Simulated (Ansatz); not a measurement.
```yaml
crystal:
  periodic: [false, false, false]
  atoms:
    - {symbol: C, position_ang: [-1.461231, -0.151167, 1.582487]}
    - {symbol: O, position_ang: [-0.431305, 0.741032, 1.268323]}
    - {symbol: In, position_ang: [0.744388, 0.577434, -0.329329]}
    - {symbol: C, position_ang: [0.687260, -0.995687, -1.758081]}
    - {symbol: O, position_ang: [1.955877, 2.140968, -0.290820]}
    - {symbol: H, position_ang: [-1.410739, -0.422969, 2.644621]}
    - {symbol: H, position_ang: [-2.445077, 0.304796, 1.405924]}
    - {symbol: H, position_ang: [-1.431183, -1.090365, 1.008119]}
    - {symbol: H, position_ang: [-0.301162, -1.035363, -2.215313]}
    - {symbol: H, position_ang: [1.439485, -0.821154, -2.525425]}
    - {symbol: H, position_ang: [0.885242, -1.944906, -1.260483]}
    - {symbol: H, position_ang: [1.768444, 2.697373, 0.469967]}
basis:
  gaussian: {orbitals: ANO-RCC-VTZP, fitting: {mean_field: cc-pVTZ-jkfit}, final_grid: {core_spheres: 20, valence_spheres: 16, degree: 47}}
hamiltonian: {xc: {name: wB97X-V}}
accuracy: high
```

```sh
$ ansatz run in.yaml --threads 4 --pin off --events-out ev --progress --plain --max-ram 10444MiB
```

Task: How does Ansatz answer? (An estimate is asked.)

Result: Ansatz gave: The input was rejected before any iteration.
```
Functional definition: wB97X-V
Error: <dir> the basis set cc-pVTZ-JKFIT has no functions for In
```
